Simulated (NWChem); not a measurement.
System: HTeSI; SMILES [Te](I)S

```xyz
4

Te     0.6147    -0.9827     0.0040
I     -0.1219     1.6446     0.0054
S     -1.4878    -2.1194     0.0496
H     -1.6984    -2.1524    -1.2878
```
Atoms are numbered in this order, from 1.

All runs: NWChem. Geometry: optimised at PBE0/def2-SVP (def2 core potentials past Kr).

Question: Estimate the computed values for PBE/STO-3G, non-relativistic. Quantities: highest occupied level (eV); orbital gap (eV); dipole (D).

Answer: 
```
Quantity                     Value
---------------------------  -----
highest occupied level (eV)  -2.91
orbital gap (eV)              2.73
dipole (D)                    2.31
```
